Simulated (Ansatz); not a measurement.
Steps of a relaxation of AlBH$_{5}$NSi, SMILES `B1[NH][AlH][SiH2]1` with RKS PBE0-D4/def2-TZVP.

```sh
$ ansatz run in.yaml --threads 2 --pin off --events-out ev --progress --plain --max-ram 4352MiB
```

```yaml
crystal:
  periodic: [false, false, false]
  atoms:
    - {symbol: B, position_ang: [-0.799472, 0.824857, -0.046068]}
    - {symbol: N, position_ang: [0.047102, 0.667022, -1.178430]}
    - {symbol: Al, position_ang: [1.155009, -0.744740, -0.696659]}
    - {symbol: Si, position_ang: [-0.179577, -0.591862, 1.319193]}
    - {symbol: H, position_ang: [-1.686639, 1.662055, 0.006807]}
    - {symbol: H, position_ang: [-0.065735, 1.271500, -2.000632]}
    - {symbol: H, position_ang: [2.285226, -1.326968, -1.679727]}
    - {symbol: H, position_ang: [-1.132857, -1.707861, 1.667165]}
    - {symbol: H, position_ang: [0.465542, -0.100304, 2.591252]}
basis:
  gaussian: {orbitals: def2-TZVP}
hamiltonian: {xc: pbe0, dispersion: d4}
relax: {f_tol: 0.005, max_steps: 150}
```

Positions (Å) and forces (eV/Å) along the path, 6 of 6 steps:

```xyz
9
step=1 energy=-16715.2719 eV
B    -0.799    0.825   -0.046   -0.023    0.200   -0.297
N     0.047    0.667   -1.178   -0.114    0.043    0.106
Al    1.155   -0.745   -0.697   -0.217    0.347   -0.224
Si   -0.180   -0.592    1.319    0.023   -0.083    0.112
H    -1.687    1.662    0.007    0.345   -0.314   -0.036
H    -0.066    1.272   -2.001    0.095   -0.411    0.523
H     2.285   -1.327   -1.680   -0.148    0.064    0.158
H    -1.133   -1.708    1.667    0.190    0.250   -0.072
H     0.466   -0.100    2.591   -0.150   -0.095   -0.270
9
step=2 energy=-16715.3008 eV
B    -0.798    0.823   -0.043    0.015    0.029   -0.083
N     0.043    0.663   -1.167    0.033   -0.068    0.040
Al    1.149   -0.737   -0.700   -0.161    0.222   -0.104
Si   -0.171   -0.593    1.307   -0.025   -0.023    0.091
H    -1.673    1.652    0.006    0.104   -0.092   -0.012
H    -0.068    1.258   -1.982    0.041   -0.107    0.119
H     2.273   -1.322   -1.662   -0.020    0.010    0.024
H    -1.124   -1.690    1.654    0.044    0.054   -0.016
H     0.459   -0.101    2.569   -0.031   -0.024   -0.059
9
step=3 energy=-16715.3047 eV
B    -0.795    0.818   -0.045   -0.006    0.003    0.017
N     0.043    0.659   -1.169    0.018   -0.008    0.014
Al    1.140   -0.727   -0.704   -0.015    0.009    0.011
Si   -0.172   -0.594    1.310    0.017   -0.023   -0.010
H    -1.662    1.644    0.004   -0.013    0.015   -0.002
H    -0.063    1.254   -1.979   -0.004   -0.002   -0.018
H     2.265   -1.313   -1.660    0.010   -0.004   -0.008
H    -1.123   -1.686    1.656   -0.008   -0.001   -0.004
H     0.455   -0.102    2.569    0.001    0.011   -0.001
9
step=4 energy=-16715.3047 eV
B    -0.792    0.821   -0.042   -0.008   -0.008    0.006
N     0.045    0.660   -1.166   -0.017   -0.010   -0.016
Al    1.141   -0.726   -0.703    0.000   -0.004   -0.001
Si   -0.171   -0.596    1.309    0.013    0.008    0.005
H    -1.661    1.647    0.006   -0.003    0.004   -0.001
H    -0.069    1.247   -1.982    0.015    0.011    0.003
H     2.267   -1.312   -1.660    0.002    0.000    0.000
H    -1.126   -1.687    1.653   -0.002    0.002   -0.002
H     0.455   -0.101    2.568    0.000   -0.003    0.006
9
step=5 energy=-16715.3048 eV
B    -0.794    0.820   -0.043   -0.005   -0.004    0.003
N     0.043    0.658   -1.167   -0.001    0.005   -0.004
Al    1.140   -0.727   -0.703   -0.002    0.001   -0.003
Si   -0.171   -0.596    1.310    0.003    0.001    0.002
H    -1.662    1.647    0.006    0.002    0.002    0.000
H    -0.066    1.250   -1.980    0.003   -0.004   -0.001
H     2.267   -1.312   -1.660    0.001    0.000    0.001
H    -1.126   -1.686    1.653   -0.001    0.000    0.000
H     0.455   -0.101    2.568   -0.001   -0.002    0.001
9
step=6 energy=-16715.3048 eV
B    -0.794    0.819   -0.043   -0.001   -0.001    0.003
N     0.043    0.658   -1.168   -0.003    0.003   -0.001
Al    1.140   -0.727   -0.704    0.000    0.000   -0.001
Si   -0.170   -0.596    1.310    0.001    0.000    0.000
H    -1.661    1.647    0.006    0.001    0.001    0.000
H    -0.066    1.250   -1.981    0.002   -0.002   -0.001
H     2.268   -1.311   -1.660    0.001    0.000    0.001
H    -1.126   -1.686    1.653    0.000    0.000    0.000
H     0.455   -0.101    2.568    0.000    0.000    0.000
```

It took 15 s on 2 threads of an Intel Xeon 6975P-C on a shared host, with 0.39 GiB of host memory at the peak.
